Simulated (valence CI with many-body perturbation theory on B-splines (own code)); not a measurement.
## Ge+: calculated level list

Method: relativistic CI+MBPT: three valence electrons over a frozen Dirac-Fock core [Ar] 3d10, a basis of 11 s, 11 p, 9 d, 7 f, 5 g, 2 h, 1 i functions for each j, with the one-electron correlation potential Σ1 (screened to all orders), the two-electron term Σ2, the three-electron term Σ3, Breit, model QED; selected single and double excitations, second order for the rest (own B-spline code, finite nucleus).

Against 19 measured levels this calculation errs by 274 cm⁻¹ on average and by 523 at most. These come from a selection out of the NIST Handbook of Basic Atomic Spectroscopic Data. Levels without a partner in it may be off by more.

Levels 1 to 27 of 27, with energies above the lowest level, 4s²4p ²P°_1/2. "Leading %" is the weight of the configuration and term that name the level; weights of strongly mixed levels are sums over their largest components and can fall short.

```
No.  Configuration  Term    J  E (cm⁻¹)  Leading %      g  Second component
  1          4s²4p   ²P°  1/2       0.0         96  0.666                  
  2          4s²4p   ²P°  3/2      1755         96  1.334                  
  3          4s4p²    ⁴P  1/2     51244         98  2.669                  
  4          4s4p²    ⁴P  3/2     51954         98  1.734                  
  5          4s4p²    ⁴P  5/2     53024         97  1.600                  
  6          4s²5s    ²S  1/2     62302         94  2.002                  
  7          4s4p²    ²D  3/2     64606         59  0.800     34 % 4s²4d ²D
  8          4s4p²    ²D  5/2     64777         58  1.202     35 % 4s²4d ²D
  9          4s²5p   ²P°  1/2     78804         94  0.666                  
 10          4s²5p   ²P°  3/2     79159         94  1.334                  
 11          4s²4d    ²D  3/2     80610         60  0.801     32 % 4s4p² ²D
 12          4s²4d    ²D  5/2     80786         60  1.201     33 % 4s4p² ²D
 13          4s4p²    ²S  1/2     85367         92  1.961                  
 14          4s4p²    ²P  1/2     90814         91  0.709                  
 15          4s4p²    ²P  3/2     91924         93  1.333                  
 16          4s²6s    ²S  1/2     94414         94  2.002                  
 17          4s²5d    ²D  3/2     99818         92  0.800                  
 18          4s²5d    ²D  5/2     99859         92  1.200                  
 19          4s²4f   ²F°  7/2    100036         94  1.143                  
 20          4s²4f   ²F°  5/2    100037         94  0.857                  
 21          4s²6p   ²P°  1/2    100723         94  0.666                  
 22          4s²6p   ²P°  3/2    100866         94  1.334                  
 23          4s²7s    ²S  1/2    107573         95  2.002                  
 24          4s²6d    ²D  3/2    110006         94  0.800                  
 25          4s²6d    ²D  5/2    110026         94  1.200                  
 26          4s²5f   ²F°  7/2    110201         95  1.143                  
 27          4s²5f   ²F°  5/2    110202         95  0.857
```

Names give the largest LS component (configuration and term), which can be under half, so a name can repeat, a term be missing and a line seem to break the LS rules; names also repeat where a configuration has a term twice.

The ionisation energy to 4s² ¹S0 of the next ion comes out as 15.893 eV (NIST: 15.9346 eV (measured)). All 27 levels together are meant to be complete up to 110220 cm⁻¹.
